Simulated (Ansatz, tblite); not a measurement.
Forces on the cluster VTe₄ at its PBE-D4/def2-SVP geometry. The state is a doublet with charge 0.

In the def2 sets Te takes a core potential; there is no spin–orbit coupling. The xTB rows come from tblite. At PBE-D4/def2-TZVP the charge 0 doublet is spin-contaminated (final ⟨S²⟩ up to 0.91, 0.75 for a pure state). Another isomer (doublet) lies 0.26 eV lower at PBE0-D4/def2-TZVP; other spin states weren't run for this one.

GFN2-xTB (tblite), largest force 0.95 eV/Å:

```xyz
5
positions Å, forces eV/Å
V     0.144    0.628    0.437   -0.010   -0.094   -0.157
Te   -2.032    0.100   -0.826    0.606   -0.424    0.532
Te    1.156    2.619   -0.432   -0.123   -0.287    0.030
Te   -0.964   -1.960    0.744    0.400    0.646   -0.577
Te    1.696   -1.387    0.077   -0.873    0.158    0.172
```

PBE-D4/def2-TZVP (Ansatz), largest force 0.27 eV/Å:

```
V -0.011 -0.005 -0.012
Te 0.132 -0.140 0.125
Te -0.016 -0.034 0.004
Te 0.112 0.188 -0.154
Te -0.217 -0.009 0.037
```
